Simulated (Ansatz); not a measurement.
CH$_{2}$AlFOS (`F[C]1(S)[O][AlH]1`), relaxed with RKS PBE-D4/def2-SVP in the Gaussian-basis code of Ansatz from a rough embedded geometry. The force threshold is 0.03 eV/Å; the program also tests the step.

Charge 0, multiplicity 1.

Start:

```xyz
7

F    -0.179    1.736    0.832
C     0.205    0.597    0.044
S     1.671   -0.319    0.581
O     0.223    0.837   -1.283
Al   -1.133   -0.322   -1.000
H     1.017   -0.744    1.793
H    -1.804   -1.786   -0.966
```

```csv
step,energy (eV),largest force (eV/Å),largest move (Å)
1,-23239.7269,3.129,0.000
2,-23240.2583,1.545,0.195
3,-23240.4997,1.148,0.195
4,-23240.6068,0.404,0.200
5,-23240.6379,0.257,0.180
6,-23240.6501,0.268,0.077
7,-23240.6609,0.128,0.104
8,-23240.6648,0.104,0.085
9,-23240.6652,0.017,0.009
```

End:

```xyz
7

F    -0.140    1.577    0.808
C     0.163    0.404    0.159
S     1.794   -0.224    0.705
O     0.098    0.517   -1.229
Al   -1.189   -0.641   -0.766
H     1.480   -0.218    2.032
H    -2.206   -1.414   -1.710
```

It took 19 s on 2 threads of an Arm Neoverse V1 on a shared host, with 0.17 GiB of host memory at the peak.
